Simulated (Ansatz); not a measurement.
Total energies of the cluster B₁₄ from Ansatz at PBE-D4/def2-TZVP, gas phase (1 Eh = 27.2114 eV = 2625.5 kJ/mol). The reference geometry is relaxed at PBE0-D4/def2-SVP.

| atom | x (Å) | y (Å) | z (Å) |
| --- | --- | --- | --- |
| B1 | 1.5754 | 0.4305 | -1.4312 |
| B2 | 0.6756 | 3.0917 | -0.9730 |
| B3 | 0.1677 | 1.4407 | -0.7370 |
| B4 | 1.3562 | -1.1263 | -1.4996 |
| B5 | -0.3151 | -1.3182 | 0.8981 |
| B6 | -1.1677 | 0.1523 | 1.5401 |
| B7 | -0.4572 | 2.8736 | 0.0551 |
| B8 | -0.5723 | -2.9414 | 0.2110 |
| B9 | 1.6964 | 2.0077 | -1.4555 |
| B10 | 0.3443 | -2.0253 | -0.6959 |
| B11 | -1.2333 | -2.6271 | 1.5952 |
| B12 | -1.5339 | -1.2181 | 2.1533 |
| B13 | 0.3550 | -0.2943 | -0.3940 |
| B14 | -0.8909 | 1.5542 | 0.7335 |

| state | geometry | energy (Eh) |
| --- | --- | --- |
| charge 0 singlet | reference | -347.18894 |
| charge 1 doublet | reference | -346.90937 |
| charge -1 doublet | reference | -347.31172 |
| charge 0 triplet | relaxed at PBE0-D4/def2-SVP | -347.19816 |
| charge 0 quintet | relaxed at PBE0-D4/def2-SVP | -347.17299 |

Work out the vertical ionisation energy to the doublet.

E(charge 1 doublet) − E(charge 0 singlet) = -346.90937 − (-347.18894) = 0.27957 Eh = 7.61 eV. For comparison, −ε of the highest occupied level is 5.51 eV at this level, 2.10 eV less.

Work out the vertical electron affinity, to the doublet.

E(charge 0 singlet) − E(charge -1 doublet) = -347.18894 − (-347.31172) = 0.12278 Eh = 3.34 eV. The basis lacks diffuse functions, which makes affinities too small.

Give the fundamental gap IE − EA, the Mulliken electronegativity (IE + EA)/2 and the hardness (IE − EA)/2.

From the values in Eh: IE − EA = 0.27957 − 0.12278 = 0.15679 Eh = 4.27 eV; (IE + EA)/2 = 5.47 eV; (IE − EA)/2 = 2.13 eV. The HOMO–LUMO gap of the same run is 0.19 eV, 4.08 eV smaller than the fundamental gap.

Which of the charge 0 states is lowest, and how far above it are the others?

The triplet. singlet: -347.18894 − (-347.19816) = 0.00922 Eh = 24.2 kJ/mol; quintet: -347.17299 − (-347.19816) = 0.02517 Eh = 66.1 kJ/mol.

The restricted singlet is unstable towards broken spin symmetry in Hartree–Fock (as tested in another run); at PBE-D4/def2-TZVP this wasn't settled.  

The structure comes from a short search, and lower isomers may exist.
